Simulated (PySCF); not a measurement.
HO2, SMILES O[O] (connectivity only; charge and spin as stated), charge -1, multiplicity 1.

The structure is a stationary point at r2SCAN-D4/def2-TZVPD. The multiplicity is an assumed one; other spin states were not compared. The isomer is the one that the SMILES or the coordinates give; other isomers of the formula were not compared.

Calculation: M06-2X/def2-TZVPD (PySCF).

The molecule is in vacuum.

```yaml
total_energy: -150.94285 hartree
point_group: Cs
highest_occupied_level: -0.50 eV
lowest_empty_level: 4.95 eV
orbital_gap: 5.45 eV
dipole_moment_about_the_centre_of_nuclear_charge: 2.75 D
mean_static_polarisability: 24.3 bohr³ (3.60 Å³)
polarisability_principal_values: 21.4, 21.6, 29.8 bohr³
```
